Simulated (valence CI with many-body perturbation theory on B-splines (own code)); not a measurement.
Level structure of Ca⁷⁺

Calculated by configuration interaction combined with many-body perturbation theory (CI+MBPT): three valence electrons over a frozen Dirac-Fock core [Ne], a basis of 11 s, 11 p, 10 d, 8 f, 5 g, 2 h functions for each j, with the one-electron correlation potential Σ1, the two-electron term Σ2, the three-electron term Σ3, Breit, model QED; selected CI, second order for the rest, scaled by the run's own slope (own B-spline code, finite nucleus).

No measured levels were compared; by estimate levels hold to about 100 cm⁻¹ or 0.05 % of their energy and the worst to 300 or 400 cm⁻¹, as in measured light ions of charge 2 to 7.

Levels 136 to 174 of 174, with energies above the lowest level, 3s2 3p 2P°_1/2. "Leading %" is the weight of the configuration and term that name the level; weights of strongly mixed levels are sums over their largest components and can fall short.

```
No.  Configuration  Term     J  E (cm⁻¹)  Leading %      g   Second component
136         3p 3d2   2S°   1/2    842400         94  2.034     5 % 3p 3d2 4P°
137         3s2 5p   2P°   1/2    844100         93  0.664                   
138         3s2 5p   2P°   3/2    844710         83  1.235  10 % 3s 3p 4d 4F°
139       3s 3p 4d   4F°   3/2    844900         84  0.523    10 % 3s2 5p 2P°
140         3p 3d2   2G°   9/2    845250         83  1.129    11 % 3p 3d2 4F°
141         3p 3d2   2G°   7/2    845470         92  0.911     6 % 3p 3d2 4F°
142       3s 3p 4d   4F°   5/2    845640         90  1.035   4 % 3s 3p 4d 2F°
143         3p 3d2   4F°   3/2    846390         98  0.404                   
144         3p 3d2   4F°   5/2    846700         98  1.033                   
145       3s 3p 4d   4F°   7/2    846880         92  1.243                   
146         3p 3d2   4F°   7/2    847260         91  1.222     4 % 3p 3d2 2G°
147         3p 3d2   4F°   9/2    847910         87  1.306    10 % 3p 3d2 2G°
148       3s 3p 4d   4F°   9/2    848410         98  1.334                   
149       3s 3p 4d   2F°   5/2    849240         87  0.878   4 % 3s 3p 4d 4F°
150       3s 3p 4d   4P°   5/2    850840         92  1.587                   
151       3s 3p 4d   2F°   7/2    851400         91  1.146                   
152       3s 3p 4d   4P°   3/2    851560         54  1.722    42 % 3p 3d2 4P°
153         3p 3d2   4P°   1/2    851580         83  2.633  11 % 3s 3p 4d 4P°
154         3p 3d2   4P°   3/2    852230         57  1.720  38 % 3s 3p 4d 4P°
155       3s 3p 4d   4P°   1/2    852660         86  2.642    11 % 3p 3d2 4P°
156         3p 3d2   4P°   5/2    853390         97  1.599                   
157         3p 3d2   2H°   9/2    854180         93  0.918                   
158       3s 3p 4d   2P°   3/2    854500         86  1.345   4 % 3s 3p 4d 4P°
159       3s 3p 4d   2P°   1/2    855920         90  0.682                   
160         3p 3d2   2H°  11/2    857020         97  1.091                   
161         3p 3d2   4D°   7/2    867760         98  1.428                   
162         3p 3d2   4D°   5/2    867980         98  1.371                   
163         3p 3d2   4D°   3/2    868150         98  1.199                   
164         3p 3d2   4D°   1/2    868270         98  0.000                   
165         3p 3d2   2P°   3/2    875290         94  1.332                   
166         3p 3d2   2P°   1/2    876670         95  0.664                   
167       3s 3p 4f    4F   5/2    881520         51  0.817   46 % 3s 3p 4f 4G
168       3s 3p 4f    4F   7/2    881750         63  1.154   34 % 3s 3p 4f 4G
169       3s 3p 4f    4F   3/2    882230         96  0.408                   
170       3s 3p 4f    4F   9/2    882520         71  1.290   26 % 3s 3p 4f 4G
171       3s 3p 4f    4G   5/2    883220         45  0.812   43 % 3s 3p 4f 4F
172       3s 3p 4f    4G   7/2    884230         57  1.086   28 % 3s 3p 4f 4F
173         3s2 5d    2D   3/2    885090         93  0.799                   
174         3s2 5d    2D   5/2    885140         93  1.197
```

Names give the largest LS component (configuration and term), which can be under half, so a name can repeat, a term be missing and a line seem to break the LS rules; names also repeat where a configuration has a term twice.

Where two levels of one J and parity lie close, their mixing, g and order are uncertain.
